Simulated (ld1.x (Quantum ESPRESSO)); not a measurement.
## Before and after: TM potential for rubidium (Rb)

- Element: rubidium (Rb)
- Generator: ld1.x (Quantum ESPRESSO) 7.5
- Type: norm-conserving Troullier–Martins (Kleinman–Bylander form)
- Functional: LDA (PZ)
- Relativity: scalar-relativistic
- Frozen core: [Ar] 3d10
- Valence charge: 9
- Reference configuration: 4s2 4p6 5s1 5p0
- Partial waves: 4s (bound): rc 2.40 bohr; 4p (bound): rc 2.35 bohr; 4d channel at -0.05 Ry: rc 1.85 bohr
- Local potential: the d channel
- Core correction: none

Occupied shells without a wave of their own: 5s. They enter only through the test configuration that unscreens the potential.

All-electron outer shells of the reference configuration (LDA (PZ), scalar-relativistic, ld1.x):

```csv
shell,level (eV),outermost node (bohr),outermost maximum (bohr)
3d,-104.21,–,0.39
4s,-31.97,0.62,1.25
4p,-16.03,0.64,1.42
5s,-2.37,1.79,4.22
5p,-0.79,2.20,6.14
```

Change: core correction a·sin(br)/r model core inside 0.80 bohr (5s counted twice).

Cutoffs: the cutoffs (Ry, on a coarse ladder) from which the occupation-weighted sum of valence levels, in a spherical-Bessel basis at the reference potential, stays within 10 and 1 mRy of its value at 400 Ry; they do not see the model core or the augmentation charge, which bear on the density cutoff. Errors are all-electron minus pseudo energies relative to the spin-unpolarised reference configuration.

**Question.** What does the change do?

**Answer.** The potential gets neither clearly harder nor softer (15 Ry and 30 Ry → 15 Ry and 30 Ry); of the 7 tests that both files solve, the error grows in 6 and shrinks in 1 by more than 15 % and 0.3 meV (median size 37.7 → 94.0 meV); neither file shows a bound ghost. In the changed file ld1.x takes every shell without a wave as core, so the model core holds the 5s electrons as well and exchange and correlation see them twice. This cancels in the reference configuration, but the file is broken for other ones, and its errors say nothing about a proper core correction. A model core, the more so a compact one, raises the density cutoff, which this test does not measure.

```csv
quantity,base,changed
"cutoff, loose",15 Ry,15 Ry
"cutoff, tight",30 Ry,30 Ry
bound ghosts,none,none
"largest miss of a reference level, eV",0.06,0.06
"error for 4s2 4p6 5s0 5p0, meV [ΔE 4.28 eV]",-99,-321
"error for 4s2 4p6 5s0.5 5p0, meV [ΔE 1.66 eV]",-38,-78
"error for 4s2 4p6 5s0 5p1, meV [ΔE 1.62 eV]",-68,-113
"error for 4s2 4p5 5s1 5p0, meV [ΔE 21.24 eV]",+37,+1.4
"error for 4s1 4p6 5s1 5p0, meV [ΔE 37.84 eV]",-40,-99
"error for 4s2 4p6 5s1 5p0 (spin-polarised), meV [ΔE -0.13 eV]",+0.8,-38
"error for 4s2 4p6 5s0.5 5p0 (spin-polarised), meV [ΔE 1.62 eV]",-38,-94
s: phases at 2.61 bohr within 0.05 rad from the reference energy up to (Ry; the scan ends near 5),0.3,0.3
p: phases at 2.61 bohr within 0.05 rad from the reference energy up to (Ry; the scan ends near 5),to the end of the scan,to the end of the scan
d: phases at 2.61 bohr within 0.05 rad from the reference energy up to (Ry; the scan ends near 5),3.8,3.8
```
